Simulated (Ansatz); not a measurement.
Coupled-cluster diagnostics for SiF2Cl2 (SiCl2F2), Ansatz.

Geometry of the singlet (PBE0-D4/def2-SVP):

```xyz
5

Si    0.0386    0.0228    0.0610
F    -0.3424   -0.2727    1.5834
F     1.3823    0.8858    0.0583
Cl   -1.4416    1.0870   -0.8047
Cl    0.3631   -1.7229   -0.8981
```

Correlated methods freeze 17 core orbitals.

Task: Estimate the CCSD(T) correlation energy, the shares of MP2 and (T), T1 and the reference's ⟨S²⟩ for: charge 0, singlet, own geometry in def2-TZVPP; and the rough time on 4 threads of Arm Neoverse V2 on a shared host.

Result: 
```tsv
state	basis	correlation (eV)	MP2 share (%)	(T) share (%)	T1	⟨S²⟩ (pure)	wall time
charge 0, singlet, own geometry	def2-TZVPP	-28.578	93.7	3.4	0.011	0.00 (0.00)	41 s
```
Customary marks for T1 are 0.02 (closed shells), 0.045 (open shells) and about 0.05 (3d metals). T1 stays under 0.02 throughout.
